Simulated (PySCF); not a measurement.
H$_{4}$O$_{4}$Ti, singlet, at a GFN2-xTB geometry (such geometries of metal compounds can be far from the true shape). Base run: PySCF with TPSS/def2-SV(P).

Here is a job for PySCF.
```python
from pyscf import gto, scf, dft

mol = gto.M(
    atom='''
Ti    0.00000000    0.00000000   -0.00000000
O     1.24544225   -0.58253470   -1.05566096
H     2.18594291   -0.38412089   -1.04907072
O     0.70126705    0.27495552    1.56125498
H     0.42784937    0.88996160    2.24752262
O    -0.68322854    1.49335881   -0.55495166
H    -1.41360157    1.63536595   -1.16350913
O    -1.26348075   -1.18577963    0.04935764
H    -1.20019071   -2.14120665   -0.03494277
''',
    basis='def2-sv(p)',
    verbose=4,
)

mf = dft.RKS(mol)
mf.xc = 'tpss'
mf.kernel()
mf.analyze()
```

Variants of this job, named by their change:

| change | E (Eh) | HOMO (eV) | HOMO-LUMO gap (eV) | core-seconds (rough) |
|---|---|---|---|---|
| base | -1152.65747 | -6.74 | 5.25 | 10 |
| functional = blyp | -1152.57089 | -6.43 | 5.06 | 8 |
| functional = bp86 | -1152.71673 | -6.71 | 5.09 | 7 |
| functional = pw6b95 | -1153.42042 | -8.57 | 8.01 | 10 |
| functional = revpbe | -1152.38963 | -6.55 | 5.08 | 8 |
| functional = b97-1 | -1152.40550 | -8.09 | 7.41 | 8 |
| functional = b3lyp5 | -1152.37394 | -7.98 | 7.25 | 8 |
| functional = wb97x | -1152.48884 | -10.92 | 12.59 | 20 |
| functional = hf | -1149.94696 | -13.10 | 14.76 | 2 |
| functional = o3lyp | -1152.52483 | -7.44 | 6.28 | 8 |
| functional = pbe0 | -1152.05247 | -8.45 | 7.84 | 8 |
| functional = camb3lyp | -1152.50991 | -9.85 | 10.44 | 20 |
| functional = m06 | -1152.41354 | -8.60 | 7.51 | 10 |

Total energies compare only within one method and basis.
